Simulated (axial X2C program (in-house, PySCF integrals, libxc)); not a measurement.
**Nuclear properties of RuTe⁺**

Computed with an axial X2C code built on PySCF integrals: two-component X2C with atomic mean-field Coulomb and Gaunt terms, Gaussian nuclei, basis Te dyall-cv3z, Ru dyall-cv3z with contracted cores.

R = 2.471 Å (near the PBE0 minimum at charge 1 of the determinant lowest at the starting distance; the state shown can have its own minimum elsewhere).

Determinant lowest in the PBE0 search, Ω = 5/2 (⟨Sz⟩ = 2.47, ⟨Lz⟩ = 0.03 at PBE0), spin on the atoms Te 0.82, Ru 1.66:

| level | Eeff magnitude (GV/cm) | Ws magnitude Te (kHz) | Ws magnitude Ru (kHz) | A∥/gI Te (MHz) | qzz Te (a.u.) | A∥/gI Ru (MHz) | qzz Ru (a.u.) |
| --- | --- | --- | --- | --- | --- | --- | --- |
| PBE0 | 4.03 | 0.343 | 0.34 | -297 | -3.09 | 252 | -3.50 |
| HF | 3.7 | 0.51 | 0.163 | -276 | -7.88 | -162 | -4.21 |
| BHandHLYP | 3.69 | 0.436 | 0.203 | -241 | -5.05 | 92.3 | -3.66 |
| PBE50 | 3.53 | 0.32 | 0.266 | -297 | -5.39 | 68.8 | -3.76 |
| BP86 | 5.06 | 0.464 | 0.421 | -344 | -1.81 | 646 | -1.24 |

Determinant 0.46 eV from it at PBE0 and this distance, Ω = 3/2 (⟨Sz⟩ = 1.50, ⟨Lz⟩ = 0.00 at PBE0), spin on the atoms Te -0.13, Ru 1.63:

```json
{"level": "PBE0", "Eeff magnitude (GV/cm)": "3.32", "Ws magnitude Te (kHz)": "0.334", "Ws magnitude Ru (kHz)": "0.686", "A∥/gI Te (MHz)": "-126", "qzz Te (a.u.)": "-2.35", "A∥/gI Ru (MHz)": "672", "qzz Ru (a.u.)": "-3.52"}
{"level": "HF", "Eeff magnitude (GV/cm)": "4.65", "Ws magnitude Te (kHz)": "0.708", "Ws magnitude Ru (kHz)": "0.728", "A∥/gI Te (MHz)": "-337", "qzz Te (a.u.)": "0.45", "A∥/gI Ru (MHz)": "725", "qzz Ru (a.u.)": "-2.84"}
{"level": "BHandHLYP", "Eeff magnitude (GV/cm)": "2.96", "Ws magnitude Te (kHz)": "0.274", "Ws magnitude Ru (kHz)": "0.605", "A∥/gI Te (MHz)": "-117", "qzz Te (a.u.)": "-4.32", "A∥/gI Ru (MHz)": "434", "qzz Ru (a.u.)": "-3.68"}
{"level": "PBE50", "Eeff magnitude (GV/cm)": "3.35", "Ws magnitude Te (kHz)": "0.315", "Ws magnitude Ru (kHz)": "0.685", "A∥/gI Te (MHz)": "-123", "qzz Te (a.u.)": "-4.02", "A∥/gI Ru (MHz)": "440", "qzz Ru (a.u.)": "-3.68"}
{"level": "BP86", "Eeff magnitude (GV/cm)": "3.4", "Ws magnitude Te (kHz)": "0.396", "Ws magnitude Ru (kHz)": "0.71", "A∥/gI Te (MHz)": "-86.1", "qzz Te (a.u.)": "-0.66", "A∥/gI Ru (MHz)": "927", "qzz Ru (a.u.)": "-3.49"}
```

Eeff is the effective electric field on the electron electric dipole moment in this Ω state and Ws the scalar–pseudoscalar constant of the nucleus named (defined with the proton number Z and per Ω); A∥ (defined per Ω) follows by multiplying with gI = μI/(I μN); qzz is the electric field gradient, eQq0 = 234.96 MHz × Q/barn × qzz. The operators were transformed with the bare-nucleus X2C matrices; with these basis sets, hyperfine constants and field gradients can be off by tens of per cent, and where levels differ in sign neither size nor sign is settled.

Task: With gI(125Te) = -1.7770 (g factors from the IAEA table of nuclear moments by Stone), turn the PBE0 values of the first state into constants in MHz.

Result: A∥(125Te) = -297 × -1.7770 = 528 MHz.

Each state is one determinant with collinear spin, which with several unpaired electrons need not be a pure state. Unrestricted Hartree–Fock can overshoot spin polarisation at the nuclei. This is the top spin component of a Σ state; components of lower Ω are not single determinants and can lie lower. With several open shells hyperfine constants can be off by a factor of several. States lie within half an eV, so the first need not be the ground state. Further determinants of the search, some of them spin-mixed, are not shown. Where a field gradient or hyperfine factor spreads by more than a factor of two over the levels, a constant derived from it is not to be relied on. PBE0 term energies can be off by some tenths of an eV.
